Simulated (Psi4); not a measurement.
C$_{3}$H$_{9}$SSi (SMILES C[Si](C)(C)[S]), doublet, at a GFN2-xTB geometry. Base run: HF/STO-3G run with Psi4.

The Psi4 input:
```
memory 2 GB

molecule {
0 2
  C    -0.65581910    1.47443797   -1.21466416
  Si   -0.06314066   -0.07709093   -0.27769055
  C     1.51624336   -0.77988421   -1.08271036
  C    -1.43721760   -1.39878350   -0.23934351
  S     0.39453478    0.48170308    1.73515090
  H    -0.89939338    1.23332074   -2.24460081
  H    -1.54195054    1.89709658   -0.75084446
  H     0.11073349    2.24341738   -1.22277179
  H     1.87634128   -1.65065181   -0.54318165
  H     1.32639151   -1.07675845   -2.10938335
  H     2.31359264   -0.04286782   -1.08894708
  H    -1.70011851   -1.71096520   -1.24515718
  H    -2.33442814   -1.01686300    0.23830482
  H    -1.11899547   -2.27832619    0.31214292
}

set basis sto-3g
set reference uhf
set stability_analysis check
set scf_type pk

energy('scf')
print_variables()
```

The bond that is stretched is that between atoms 12 and 4. A test that says stable can miss a lower solution.

Variants of this job, named by their change:

```json
[
 {"change": "base", "ΔE vs base (mEh)": "0.000", "<S^2>": "0.754", "outcome": "converged"},
 {"change": "stability_analysis = follow; reference = uhf", "ΔE vs base (mEh)": "0.000", "<S^2>": "0.754", "outcome": "converged"},
 {"change": "bond × 1.25", "ΔE vs base (mEh)": "43.115", "<S^2>": "0.754", "outcome": "converged"},
 {"change": "stability_analysis = follow; reference = uhf; bond × 1.25", "ΔE vs base (mEh)": "42.857", "<S^2>": "0.754", "outcome": "converged"},
 {"change": "bond × 1.5", "ΔE vs base (mEh)": "122.0", "<S^2>": "0.754", "outcome": "converged"},
 {"change": "stability_analysis = follow; reference = uhf; bond × 1.5", "ΔE vs base (mEh)": "-", "<S^2>": "-", "outcome": "not converged"},
 {"change": "bond × 1.8", "ΔE vs base (mEh)": "218.3", "<S^2>": "0.754", "outcome": "converged"},
 {"change": "stability_analysis = follow; reference = uhf; bond × 1.8", "ΔE vs base (mEh)": "-", "<S^2>": "-", "outcome": "not converged"},
 {"change": "bond × 2.2", "ΔE vs base (mEh)": "182.5", "<S^2>": "1.697", "outcome": "converged"},
 {"change": "stability_analysis = follow; reference = uhf; bond × 2.2", "ΔE vs base (mEh)": "182.2", "<S^2>": "1.706", "outcome": "converged"},
 {"change": "bond × 3.0", "ΔE vs base (mEh)": "342.0", "<S^2>": "0.750", "outcome": "converged"},
 {"change": "stability_analysis = follow; reference = uhf; bond × 3.0", "ΔE vs base (mEh)": "-", "<S^2>": "-", "outcome": "not converged"}
]
```

Psi4 reported an instability in these rows: base; stability_analysis = follow; reference = uhf; bond × 1.25; stability_analysis = follow; reference = uhf; bond × 1.25; bond × 1.5; stability_analysis = follow; reference = uhf; bond × 1.5; bond × 1.8; stability_analysis = follow; reference = uhf; bond × 1.8; bond × 2.2; stability_analysis = follow; reference = uhf; bond × 2.2; bond × 3.0; stability_analysis = follow; reference = uhf; bond × 3.0 (restricted rows aren't judged here).

On stretching, the SCF can end on different states; <S^2> shows the spin contamination of each.
